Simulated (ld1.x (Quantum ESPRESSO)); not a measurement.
Building the RRKJ potential for Ga (Z = 31) (PBE, scalar-relativistic).

- Element: Ga (Z = 31)
- Generator: ld1.x (Quantum ESPRESSO) 7.5
- Type: norm-conserving RRKJ (Kleinman–Bylander form)
- Functional: PBE
- Relativity: scalar-relativistic
- Frozen core: [Ar] 3d10
- Valence charge: 3
- Reference configuration: 4s2 4p1
- Partial waves: 4s (bound): rc 1.90 bohr; 4p (bound): rc 1.80 bohr
- Local potential: all-electron potential smoothed inside 1.85 bohr (lloc = -1)
- Core correction: none
- rho0: 0.02

All-electron outer shells of the reference configuration (PBE, scalar-relativistic, ld1.x):

| shell | level (eV) | outermost node (bohr) | outermost maximum (bohr) |
| --- | --- | --- | --- |
| 3p | -98.86 | 0.24 | 0.56 |
| 3d | -19.15 | – | 0.53 |
| 4s | -8.95 | 0.81 | 1.90 |
| 4p | -2.58 | 0.87 | 2.53 |

(1) Estimate the cutoffs (Ry, on a coarse ladder) from which the occupation-weighted sum of valence levels, in a spherical-Bessel basis at the reference potential, stays within 10 and 1 mRy of its value at 400 Ry.

(2) What does a ghost test show?

(3) Which valence shell sets the plane-wave cutoff?

(4) Tests: 4s2 4p0; 4s1 4p0; 4s2 4p0.5; 4s1 4p1; 4s1 4p2; 4s2 4p1.3; 4s0 4p3. Which has the largest error in its energy relative to the reference configuration, and how large is it?

Answers

(1) 35 Ry and 45 Ry.

(2) No extra level below or beside the all-electron valence levels (s, p, d, f tested).

(3) 4s: its level needs 40 Ry to come within 1 mRy, against 15 Ry for 4p.

(4) 4s0 4p3, with +92 meV (all-electron minus pseudo) on +13.37 eV.
